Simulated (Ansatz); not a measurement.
Reaction (ligand exchange at the Sn–O bond): `[OH][Sn][OH]` + NH₃ → `[NH2][Sn][OH]` + H₂O

Isolated molecules relaxed with PBE0-D4/def2-TZVP in Ansatz; ΔE leaves out vibrations. CCSD(T)/CBS is the MP2 limit (def2-TZVPP, def2-QZVPP) plus CCSD(T) − MP2 in def2-TZVPP, frozen cores. This one scheme is used for every species. Functionals use def2-TZVPP. Elements past krypton have def2 core potentials. For Sn outer-core shells are correlated without core-valence functions, which leaves a few kJ/mol of doubt a bond. Each species was taken in one conformer, which may not be the lowest.

```tsv
level	ΔE (kcal/mol)
r2SCANh	9.2
RPA@PBE/def2-TZVPP	8.5
```

Q: What does CCSD(T)/CBS give? (An estimate is asked.)

A: Computed: +8.4 kcal/mol. The listed levels differ from it by 0.8, 0.1 kcal/mol.

Largest T1 diagnostic among the species: 0.018.

From r2SCAN to r2SCAN0 (25 % exact exchange), in def2-TZVPP and without D4, ΔE moves by −0.9 kcal/mol. Leaving LDA and LC-ωPBE aside and taking each functional with its dispersion term where it has one, the values, not all of them listed here, spread over 2.4 kcal/mol, from PBE-QIDH to B97M-V. LDA lies −1.2 kcal/mol from PBE without D4.
